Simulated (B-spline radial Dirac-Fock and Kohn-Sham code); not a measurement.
Method: ΔSCF Dirac-Fock with Breit, self-energy and vacuum polarisation, finite nucleus, configuration average. Computed with a B-spline atomic structure program. Free neutral atoms.

Task: Order these X-ray lines by photon energy, lowest first.
A. Cs Kα2
B. Tm Kα2
C. Tb Kβ2'
D. Ba Kα1
E. Hf Kβ2''
F. Pm Kα2

Result: A (30622.1 eV), D (32190.7 eV), F (38169.3 eV), B (49769.5 eV), C (51702.4 eV), E (64895.4 eV).
